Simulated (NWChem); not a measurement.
Molecule: CH5BrSn; SMILES [CH3][SnH2][Br]

```xyz
8

Sn     0.3270    -0.7865    -0.0004
C     -1.5878    -1.7438    -0.0008
Br    -0.1082     1.6867     0.0000
H      1.2360    -1.1008    -1.4170
H      1.2358    -1.1013     1.4162
H     -2.1474    -1.4447     0.8958
H     -1.4594    -2.8361    -0.0033
H     -2.1488    -1.4409    -0.8953
```
Atoms are numbered in this order, from 1.

Level: PBE0/def2-SVP with def2 effective core potentials on Sn (NWChem), optimised geometry, unscaled harmonic frequencies. This build's default masses of Se (78.918 u) and Br (79.917 u) are each other's, which moves their modes by up to 0.6 %. def2 effective core potentials on Sn; no spin-orbit coupling.

Problem. List the harmonic frequencies with IR intensities, and the thermochemistry.

Solution. 
| frequency (cm⁻¹) | IR intensity (km/mol) |
|---|---|
| 80 | 0.0 |
| 114 | 1.0 |
| 255 | 25.6 |
| 365 | 21.0 |
| 503 | 0.8 |
| 536 | 24.9 |
| 602 | 112.4 |
| 711 | 106.3 |
| 778 | 103.4 |
| 796 | 46.4 |
| 1217 | 1.3 |
| 1426 | 3.8 |
| 1431 | 2.9 |
| 1939 | 118.3 |
| 1946 | 175.8 |
| 3076 | 2.1 |
| 3194 | 0.2 |
| 3204 | 0.0 |

```json
{
 "zero_point_energy": "31.7 kcal/mol",
 "thermal correction to the enthalpy at 298.15 K (with zero-point energy)": "36.1 kcal/mol",
 "heat capacity Cv": "19.2 cal/(mol K)",
 "entropy at 298.15 K and 1 atm (symmetry number 1)": "81.8 cal/(mol K)"
}
```

Rigid rotor and harmonic oscillator; modes under 100 cm⁻¹ make the entropy uncertain.
